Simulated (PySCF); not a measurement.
# One molecule, several mistakes: BH4OSi2

These are calculations, not measurements. The program is PySCF 2.14.0, an open-source quantum chemistry code, run on an isolated molecule that a program drew, which may never have been made. The molecule is BH4OSi2 (charge 0, doublet), drawn as the SMILES string `O=B[SiH][SiH3]`.

Each row is a Hartree-Fock (HF) and frozen-core CCSD(T) single point in the cc-pV(D+d)Z basis, meant for a local HF minimum. Run 1 is clean. Each other run has one planted mistake out of seven kinds, and not every kind appears here: one electron removed, one electron added, multiplicity raised by two, geometry at a saddle point, minimal basis STO-3G, one bond length entered in bohr, all coordinates scaled. The reference is restricted for singlets and unrestricted otherwise, and also for a bond in bohr. Adding or removing an electron swaps singlet and doublet. Electrons count all cores. HOMO and LUMO are orbital energies over both spins, the gradient is its largest component, and the lowest frequency (negative if imaginary) is given only where the gradient is small. Bond lengths are over the 7 bonds as drawn. T1 is the CCSD diagnostic: over 0.02 (restricted) or 0.045 (unrestricted) a single reference is doubtful.

Geometry of the clean run:
```xyz
8
BH4OSi2, angstrom
O    -1.2786    3.9240    1.6713
B    -0.7643    3.3870    0.7451
Si    0.1390    2.4476   -0.7747
Si   -0.7941    0.3528   -1.3295
H     0.3036    3.3888   -1.9039
H    -2.1638    0.5073   -1.8684
H    -0.8292   -0.4796   -0.1078
H     0.0705   -0.2806   -2.3491
```

| run | electrons | basis functions | <S^2> | HOMO (eV) | LUMO (eV) | gradient (hartree/bohr) | lowest frequency (cm^-1) | mean bond (Å) | longest bond (Å) | T1 | HF (hartree) | CCSD(T) (hartree) | mistake |
|---|---|---|---|---|---|---|---|---|---|---|---|---|---|
| 1 | 45 | 94 | 0.760 | -9.50 | 0.14 | 6.8e-06 | 83 | 1.6381 | 2.359 | 0.0192 | -679.77159 | -680.27418 | no fault |
| 2 | 45 | 94 | 3.769 | -4.96 | -2.95 | 5.2e-02 | - | 1.6381 | 2.359 | 0.0339 | -679.53988 | -680.03673 | multiplicity raised by two |
| 3 | 45 | 94 | 0.760 | -9.44 | 0.21 | 5.7e-02 | - | 1.5922 | 2.293 | 0.0182 | -679.76469 | -680.26360 | all coordinates scaled |
| 4 | 46 | 94 | 0.000 | -1.68 | 7.75 | 3.9e-02 | - | 1.6381 | 2.359 | 0.0173 | -679.79706 | -680.32758 | ? |
| 5 | 45 | 94 | 1.468 | -9.10 | 0.18 | 2.1e-02 | - | 1.8925 | 3.783 | 0.0390 | -679.65781 | -680.14004 | ? |

**Which mistake was planted in run 4, and what did it cost?**

It counts 46 electrons, one more than the clean run, at the same geometry and basis. So the mistake is: one electron added. Subtracting run 1 and multiplying by 627.51 kcal/mol a hartree, the energy moved by -16.0 kcal/mol in HF and -33.5 kcal/mol in CCSD(T).

**Which mistake was planted in run 5, and what did it cost?**

The mean bond changes by a factor of 1.155 and the longest by 1.604, so the molecule wasn't scaled as a whole. A length L in bohr read as angstrom grows by (1/0.5292 - 1) L = 0.890 L. The 7 bonds together grew by 7 x 0.2544 = 1.781 Å, which gives L = 2.002 Å. That is bond B2-Si3, 2.002 Å in the clean geometry. So the mistake is: one bond length entered in bohr. Subtracting run 1 and multiplying by 627.51 kcal/mol a hartree, the energy moved by 71.4 kcal/mol in HF and 84.2 kcal/mol in CCSD(T).

